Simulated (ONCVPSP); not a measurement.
## Configuration tests for nitrogen (N) (ONCV)

N, optimised norm-conserving Vanderbilt (ONCV), made with ONCVPSP 4.0.1 (LDA (Perdew-Zunger), scalar-relativistic). Core [He], reference 2s2 2p2.75 (charge +0.25). Waves: 2s: rc 0.70 bohr, ncon 4, nbas 9, qcut 10.9 1/bohr, 1 projector; 2p: rc 1.40 bohr, ncon 4, nbas 8, qcut 7.7 1/bohr, 2 projectors, debl 3.8 Ha; d scattering state at 0.1 Ha: rc 1.15 bohr, ncon 5, nbas 10, qcut 8.9 1/bohr, 1 projector. Local part: polynomial inside 0.65 bohr (lpopt 2, dvloc0 2 Ha). Core correction: none.

Energies are relative to the spin-unpolarised reference configuration 2s2 2p2.75; without spin polarisation the order of configurations can differ from experiment.

(1) Give the all-electron excitation energy and the error of the potential for: 2s2 2p3; 2s2 2p2; 2s2 2p1; 2s2 2p0.

Levels in the configuration 2s2 2p3:

```json
{"level": "2s", "all-electron (eV)": "-18.423", "pseudo (eV)": "-18.421"}
{"level": "2p", "all-electron (eV)": "-7.242", "pseudo (eV)": "-7.245"}
```

## Answers

(1)

```json
{"valence configuration": "2s2 2p3", "charge": "0", "ΔE all-electron (eV)": "-2.187", "error AE − PS (meV)": "+0.6"}
{"valence configuration": "2s2 2p2", "charge": "+1", "ΔE all-electron (eV)": "11.545", "error AE − PS (meV)": "+12"}
{"valence configuration": "2s2 2p1", "charge": "+2", "ΔE all-electron (eV)": "40.515", "error AE − PS (meV)": "+144"}
{"valence configuration": "2s2 2p0", "charge": "+3", "ΔE all-electron (eV)": "87.679", "error AE − PS (meV)": "+664"}
```
